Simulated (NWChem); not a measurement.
System: C2H4N2Si; SMILES [SiH3]/C=N\C#N

NWChem printed, in part:

```
             Northwest Computational Chemistry Package (NWChem) 7.3.0
             --------------------------------------------------------

 C1  symmetry detected

                             Geometry "geometry" -> ""
                             -------------------------

 Output coordinates in angstroms (scale by  1.889725989 to convert to a.u.)

  No.       Tag          Charge          X              Y              Z
 ---- ---------------- ---------- -------------- -------------- --------------
    1 N                    7.0000    -0.92879119    -2.27849809     0.00003146
    2 C                    6.0000    -0.01750390    -1.55344303    -0.00004134
    3 N                    7.0000     1.09930482    -0.82645062    -0.00003346
    4 C                    6.0000     1.06865265     0.45672686     0.00001626
    5 Si                  14.0000    -0.49572247     1.56296316    -0.00002607
    6 H                    1.0000     2.06285758     0.93412087     0.00016205
    7 H                    1.0000    -1.28611599     1.26262384     1.22779734
    8 H                    1.0000    -0.04461629     2.98264353    -0.00589531
    9 H                    1.0000    -1.29249862     1.25406553    -1.22153453

 Effective nuclear repulsion energy (a.u.)     184.3604365130

                                 NWChem DFT Module
                                 -----------------

 Summary of "ao basis" -> "ao basis" (spherical)
 ------------------------------------------------------------------------------
       Tag                 Description            Shells   Functions and Types
 ---------------- ------------------------------  ------  ---------------------
 N                         def2-tzvp                11       31   5s3p2d1f
 C                         def2-tzvp                11       31   5s3p2d1f
 Si                        def2-tzvp                13       37   5s5p2d1f
 H                         def2-tzvp                 4        6   3s1p

            General Information
            -------------------
          SCF calculation type: DFT
          Wavefunction type:  closed shell.
          No. of atoms     :     9
          No. of electrons :    44
           Alpha electrons :    22
            Beta electrons :    22
          Charge           :     0
          Spin multiplicity:     1
          Use of symmetry is: off; symmetry adaption is: off
          Maximum number of iterations: 150
          AO basis - number of functions:   185
                     number of shells:    73
          Convergence on energy requested:  1.00D-06
          Convergence on density requested:  1.00D-05
          Convergence on gradient requested:  5.00D-04

              XC Information
              --------------
                       PW6B95 Method XC Functional
                     Hartree-Fock (Exact) Exchange  0.280
                    PW6B95 GGA Exchange Functional  0.720
                      PW6B95 Correlation Potential  1.000

             Grid Information
             ----------------
          Grid used for XC integration:  medium
          Radial quadrature: Mura-Knowles
          Angular quadrature: Lebedev.
          Tag              B.-S. Rad. Rad. Pts. Rad. Cut. Ang. Pts.
          ---              ---------- --------- --------- ---------
          N                   0.65       49          13.0       434
          C                   0.70       49          12.0       434
          Si                  1.10       88          10.0       590
          H                   0.35       45          12.0       434
          Grid pruning is: on
          Number of quadrature shells:   464
          Spatial weights used:  Erf1

      Superposition of Atomic Density Guess
      -------------------------------------

 Sum of atomic energies:        -474.80040733

      Non-variational initial energy
      ------------------------------

 Total energy =    -477.030600
 1-e energy   =   -1016.931458
 2-e energy   =     355.540422
 HOMO         =      -0.293116
 LUMO         =      -0.084734

------------------------------------------------------------
EAF file 0: "./job.aoints.0" size=397934592 bytes
------------------------------------------------------------
               write      read    awrite     aread      wait
               -----      ----    ------     -----      ----
     calls:      759         0         0         0         0
   data(b): 3.98e+08  0.00e+00  0.00e+00  0.00e+00
   time(s): 0.00e+00  0.00e+00  0.00e+00  0.00e+00  0.00e+00
rate(mb/s): 0.00e+00  0.00e+00
------------------------------------------------------------

     ---------------------------------------------
      Total Density - Mulliken Population Analysis
     ---------------------------------------------

    Atom       Charge   Shell Charges
 -----------   ------   -------------------------------------------------------
    1 N    7     7.78   0.82  1.15  0.63  0.94  0.25  1.53  1.68  0.74  0.01  0.03  0.00
    2 C    6     5.34   0.86  1.12  0.60  0.36  0.05  1.02  0.95  0.26  0.04  0.06  0.02
    3 N    7     7.41   0.82  1.16  0.58  0.87  0.20  1.46  1.70  0.58  0.01  0.04  0.00
    4 C    6     5.82   0.86  1.12  0.56  0.67  0.12  1.02  1.10  0.29  0.02  0.06  0.01
    5 Si  14    13.69   2.00  0.59  1.39  0.89  0.48  4.11  1.73  0.52  1.33  0.49  0.08  0.07  0.01
    6 H    1     0.86   0.24  0.46  0.13  0.02
    7 H    1     1.03   0.22  0.54  0.26  0.01
    8 H    1     1.04   0.23  0.54  0.26  0.01
    9 H    1     1.03   0.22  0.54  0.26  0.01

   convergence    iter        energy       DeltaE   RMS-Dens  Diis-err
 ---------------- ----- ----------------- --------- --------- ---------
 d= 0,ls=0.0,diis     1   -477.9904718667 -6.62D+02  7.54D-03  1.17D+00
 d= 0,ls=0.0,diis     2   -477.6457596800  3.45D-01  5.64D-03  3.79D+00
 d= 0,ls=0.0,diis     3   -478.1054029453 -4.60D-01  1.24D-03  1.53D-01
 d= 0,ls=0.0,diis     4   -478.1191297330 -1.37D-02  4.68D-04  2.84D-02
 d= 0,ls=0.0,diis     5   -478.1215500913 -2.42D-03  1.93D-04  6.14D-03
  Resetting Diis
 d= 0,ls=0.0,diis     6   -478.1221894358 -6.39D-04  4.84D-05  1.50D-04
 d= 0,ls=0.0,diis     7   -478.1222082586 -1.88D-05  2.84D-05  1.51D-05
 d= 0,ls=0.0,diis     8   -478.1222052007  3.06D-06  1.79D-05  3.81D-05
 d= 0,ls=0.0,diis     9   -478.1222102910 -5.09D-06  3.06D-06  1.89D-06
 d= 0,ls=0.0,diis    10   -478.1222104743 -1.83D-07  8.93D-07  8.40D-08

         Total DFT energy =     -478.122210474342
      One electron energy =    -1020.153783059694
           Coulomb energy =      405.189392685093
    Exchange-Corr. energy =      -47.518256612758
 Nuclear repulsion energy =      184.360436513017

 Numeric. integr. density =       43.999985414702

                       DFT Final Molecular Orbital Analysis
                       ------------------------------------

 Vector   20  Occ=2.000000D+00  E=-3.768971D-01
              MO Center= -1.5D-01, -9.5D-01,  2.2D-04, r^2= 3.7D+00
   Bfn.  Coefficient  Atom+Function         Bfn.  Coefficient  Atom+Function
  ----- ------------  ---------------      ----- ------------  ---------------
    38     -0.253824  2 C  py                 6      0.241891  1 N  px
    41     -0.206519  2 C  py                99     -0.177988  4 C  px
     9      0.176613  1 N  px               102     -0.141804  4 C  px
   163     -0.119299  6 H  s                  7     -0.118573  1 N  py
     4     -0.113384  1 N  s                 10     -0.112761  1 N  py

 Vector   21  Occ=2.000000D+00  E=-3.362498D-01
              MO Center= -7.3D-02, -1.2D+00,  4.3D-04, r^2= 3.1D+00
   Bfn.  Coefficient  Atom+Function         Bfn.  Coefficient  Atom+Function
  ----- ------------  ---------------      ----- ------------  ---------------
     8      0.287486  1 N  pz                11      0.235980  1 N  pz
    39      0.209615  2 C  pz               101     -0.199699  4 C  pz
   104     -0.179807  4 C  pz                42      0.176633  2 C  pz
    70     -0.175732  3 N  pz                73     -0.156183  3 N  pz
    14      0.137244  1 N  pz               107     -0.107047  4 C  pz

 Vector   22  Occ=2.000000D+00  E=-3.023701D-01
              MO Center=  4.9D-01, -8.5D-01,  2.3D-05, r^2= 3.4D+00
   Bfn.  Coefficient  Atom+Function         Bfn.  Coefficient  Atom+Function
  ----- ------------  ---------------      ----- ------------  ---------------
    68      0.259794  3 N  px                71      0.214803  3 N  px
     7      0.199883  1 N  py                66      0.179143  3 N  s
    74      0.177529  3 N  px                10      0.163433  1 N  py
    69     -0.157408  3 N  py               139      0.150988  5 Si px
    72     -0.130750  3 N  py                37     -0.126569  2 C  px

 Vector   23  Occ=0.000000D+00  E=-9.995845D-02
              MO Center=  5.8D-01, -9.4D-02,  1.1D-04, r^2= 3.4D+00
   Bfn.  Coefficient  Atom+Function         Bfn.  Coefficient  Atom+Function
  ----- ------------  ---------------      ----- ------------  ---------------
   107      0.340522  4 C  pz               101      0.295192  4 C  pz
   104      0.295195  4 C  pz                76     -0.278258  3 N  pz
    70     -0.243799  3 N  pz                73     -0.211077  3 N  pz
   170     -0.192712  7 H  s                182      0.191674  9 H  s
     8      0.177963  1 N  pz                14      0.176361  1 N  pz

 Vector   24  Occ=0.000000D+00  E=-6.458220D-03
              MO Center= -5.2D-01,  1.1D+00,  8.0D-05, r^2= 6.0D+00
   Bfn.  Coefficient  Atom+Function         Bfn.  Coefficient  Atom+Function
  ----- ------------  ---------------      ----- ------------  ---------------
    98      1.231049  4 C  s                142     -1.014779  5 Si px
   143      0.768361  5 Si py               106      0.636689  4 C  py
   164     -0.624099  6 H  s                129     -0.550040  5 Si s
     5      0.520127  1 N  s                176     -0.390556  8 H  s
    36     -0.351250  2 C  s                 43      0.296935  2 C  px

[...]
```

Level: PW6B95/def2-TZVP. Geometry: optimised at PBE0/def2-SVP.

**Question.** Reconstruct the input file.

**Answer.** One answer among several that fit: the input that was run:
```
start job
memory heap 200 mb stack 900 mb global 1100 mb
geometry units angstroms noautoz
  N     -0.950558    -2.263485     0.000175
  C     -0.029733    -1.550582     0.000060
  N      1.096621    -0.838468     0.000108
  C      1.082993     0.445003    -0.000584
  Si    -0.466570     1.571893    -0.001890
  H      2.083443     0.909167    -0.000306
  H     -1.261367     1.282769     1.225783
  H      0.003331     2.985461    -0.008383
  H     -1.266887     1.272891    -1.223546
end
basis spherical
  * library def2-tzvp
end
dft
  xc pw6b95
  iterations 150
  semidirect filesize 400000000
  mulliken
end
task dft energy
```
